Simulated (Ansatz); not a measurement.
Geometry optimisation, Ansatz, RKS LDA/6-31G*.

Input:

```yaml
crystal:
  periodic: [false, false, false]
  atoms:
    - { symbol: C, position_ang: [-1.2021, -1.5075, -0.3484] }
    - { symbol: C, position_ang: [-0.3979, -0.4722, -0.1179] }
    - { symbol: Si, position_ang: [1.3966, -0.8281, -0.2551] }
    - { symbol: "N", position_ang: [-0.827, 0.8451, 0.226] }
    - { symbol: B, position_ang: [-2.18605, 1.38537, 0.39306] }
    - { symbol: F, position_ang: [-2.4266, 2.79235, 0.74156] }
    - { symbol: H, position_ang: [-0.8761, -2.4518, -0.6192] }
    - { symbol: H, position_ang: [-2.2806, -1.2825, -0.3065] }
    - { symbol: H, position_ang: [2.0317, 0.0556, -1.2238] }
    - { symbol: H, position_ang: [1.6529, -2.235, -0.5863] }
    - { symbol: H, position_ang: [2.0568, -0.5635, 1.0778] }
    - { symbol: H, position_ang: [-0.02632, 1.58365, 0.38045] }
    - { symbol: H, position_ang: [-3.09329, 0.73016, 0.24867] }
basis:
  gaussian: { orbitals: "6-31G*" }
hamiltonian:
  xc: lda
relax:
  f_tol: 0.015
  max_steps: 40
```

Launched with:

```bash
$ ansatz run input.yaml --threads 2 --pin off --max-ram 3072MiB --backend cpu --events-out ev --progress --plain --runs-dir out
```

**Question.** Where does it end, and by what steps?

**Answer.** It converged. After 14 steps the energy has fallen by 0.857 eV; H13 moved furthest, 0.72 Å.

```tsv
step	energy less start (eV)	largest force component (eV/Å)	accepted
0	0.0000	3.959	yes
1	-0.7057	2.109	yes
2	-0.7151	1.137	yes
3	-0.5201	2.877	no
4	-0.8302	0.455	yes
5	-0.8376	0.213	yes
6	-0.8427	0.063	yes
7	-0.8470	0.131	yes
8	-0.8472	0.326	yes
9	-0.8518	0.146	yes
10	-0.8548	0.263	yes
11	-0.8565	0.039	yes
12	-0.8566	0.044	yes
13	-0.8569	0.033	yes
14	-0.8570	0.008	yes
```

```xyz
13
Properties=species:S:1:pos:R:3
C -1.303 -1.433 -0.473
C -0.435 -0.436 -0.232
Si 1.396 -0.788 -0.111
N -0.843 0.888 -0.015
B -2.060 1.331 0.531
F -2.259 2.643 0.629
H -0.953 -2.466 -0.580
H -2.384 -1.252 -0.557
H 2.143 0.206 -0.960
H 1.668 -2.179 -0.599
H 1.900 -0.630 1.296
H -0.148 1.608 -0.241
H -2.900 0.560 0.923
```

Whether the end is a true minimum wasn't checked by a vibrational analysis.

The run took 20 s on 2 threads of Intel(R) Xeon(R) Platinum 8488C (Sapphire Rapids), with other jobs on the host, peak memory 0.19 GiB.
